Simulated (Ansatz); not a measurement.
Stepwise reaction of `[Cl][Sn]([Cl])([I])[I]` with hydrogen chloride, as a gas-phase model of exchange steps in deposition or etching. ΔE in kJ/mol.

Calculated with Ansatz (gas phase, PBE0-D4/def2-TZVP geometries, no zero-point term in ΔE). CCSD(T)/CBS adds triple-zeta CCSD(T) − MP2 to the extrapolated MP2 energy (def2 sets, frozen cores). This one scheme is used for every species. DFT in def2-TZVPP. B3LYP here is the variant with VWN-RPA as its local correlation; programs differ in this. Elements past krypton have def2 core potentials. For I, Sn outer-core shells are correlated without core-valence functions, which leaves a few kJ/mol of doubt a bond.

```
step                                                           reaction  PBE-D4  B3LYP-D4  ωB97M-V  CCSD(T)/CBS
   1    `[Cl][Sn]([Cl])([I])[I]` + HCl → `[Cl][Sn]([Cl])([Cl])[I]` + HI    27.5      26.7     22.7         31.5
   2  `[Cl][Sn]([Cl])([Cl])[I]` + HCl → `[Cl][Sn]([Cl])([Cl])[Cl]` + HI    28.1      27.2     23.2         31.6
```

By hand: ΔE of the 2 steps together at CCSD(T)/CBS.

(31.5) + (31.6) = 63.1 kJ/mol, or 31.6 kJ/mol a step.

In ΔE the steps differ by no more than 0.1 kJ/mol. All are uphill at CCSD(T)/CBS. PBE-D4 differs from CCSD(T)/CBS by -4.0 to -3.5 kJ/mol a step. Isolated molecules leave out the surface, adducts and barriers. Largest T1 diagnostic: 0.011.
